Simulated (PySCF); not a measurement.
C₃H₆Cl, SMILES C[C](C)Cl, multiplicity 2. Atoms are numbered in the order given.

```xyz
10

C     -1.0659     0.0249    -1.3060
C     -0.3915    -0.1754     0.0000
C     -1.0659     0.0249     1.3060
Cl     1.3316     0.0152     0.0000
H     -1.1103     1.0960    -1.5900
H     -2.1012    -0.3471    -1.2626
H     -0.5371    -0.5015    -2.1148
H     -0.5371    -0.5015     2.1148
H     -1.1103     1.0960     1.5900
H     -2.1012    -0.3471     1.2626
```
Charge 0, spin multiplicity 2.

Coordinates come from a PBE0-D3(BJ)/def2-SVP optimisation. The isomer is the one that the SMILES or the coordinates give; other isomers of the formula were not compared.

Two levels are set side by side: PBE/pcH-1 (PySCF) and B3LYP/pcH-1 (PySCF). Contact hyperfine couplings, same geometry. Differences are taken from unrounded values.

```tsv
quantity	B3LYP
A(iso) of 13C, atom C1 (MHz)	-24.4
A(iso) of 13C, atom C2 (MHz)	169.4
A(iso) of 13C, atom C3 (MHz)	-24.4
A(iso) of 35Cl, atom Cl4 (MHz)	7.7
A(iso) of 1H, atom H5 (MHz)	134.9
A(iso) of 1H, atom H6 (MHz)	17.7
A(iso) of 1H, atom H7 (MHz)	44.1
A(iso) of 1H, atom H8 (MHz)	44.1
A(iso) of 1H, atom H9 (MHz)	134.9
A(iso) of 1H, atom H10 (MHz)	17.7
```

What does PBE give, and how far is it from B3LYP? (The exact figures need the calculation; the answer reports its results.)


| quantity | PBE | PBE minus B3LYP |
|---|---|---|
| A(iso) of 13C, atom C1 (MHz) | -21.3 | 3.1 |
| A(iso) of 13C, atom C2 (MHz) | 146.3 | -23.0 |
| A(iso) of 13C, atom C3 (MHz) | -21.3 | 3.1 |
| A(iso) of 35Cl, atom Cl4 (MHz) | 3.9 | -3.7 |
| A(iso) of 1H, atom H5 (MHz) | 131.2 | -3.7 |
| A(iso) of 1H, atom H6 (MHz) | 16.4 | -1.3 |
| A(iso) of 1H, atom H7 (MHz) | 42.7 | -1.4 |
| A(iso) of 1H, atom H8 (MHz) | 42.7 | -1.4 |
| A(iso) of 1H, atom H9 (MHz) | 131.2 | -3.7 |
| A(iso) of 1H, atom H10 (MHz) | 16.4 | -1.3 |

Rough cost on one machine, each run with all the roots and properties that it gave: B3LYP against PBE within a factor of 2.
